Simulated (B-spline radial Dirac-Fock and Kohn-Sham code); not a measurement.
ΔSCF core binding energies without Breit or QED terms, calculated with a radial atomic solver.

A sound run for titanium as Ti⁶⁺, configuration [Ne] 3s2 3p4: The ground state converged in 9 iterations, with total energy -841.63935 Ha, virial ratio 1.98940 and highest orbital energy -142.48 eV. ΔSCF binding energies: K (1s) 5103.0 eV. Holes are computed only in closed shells, and unreliable hole states are left out.

A second run, with one unsound setting: The ground state converged in 9 iterations, with total energy -624.33471 Ha, virial ratio 2.34616 and highest orbital energy -132.41 eV. ΔSCF binding energies: K (1s) 2694.7 eV. Holes are computed only in closed shells, and unreliable hole states are left out.

```
iter   energy (Ha)        error
   1     -616.85376760  1.42e+00
   2     -624.04112829  3.05e-01
   3     -624.28620781  1.21e-01
   4     -624.32646178  4.89e-02
   5     -624.33443317  9.25e-03
   6     -624.33470495  5.07e-04
   7     -624.33470594  2.63e-05
   8     -624.33470594  2.22e-06
   9     -624.33470594  5.71e-08
```

Question: Which fault fits the second run best?
A. nuclear radius in wrong units
B. too few iterations
C. functional not served
D. speed of light below Z

Answer: A. The input had radius_factor = 1000.0: radius_factor inflates the nucleus far beyond its size, which weakens the binding of the inner electrons.
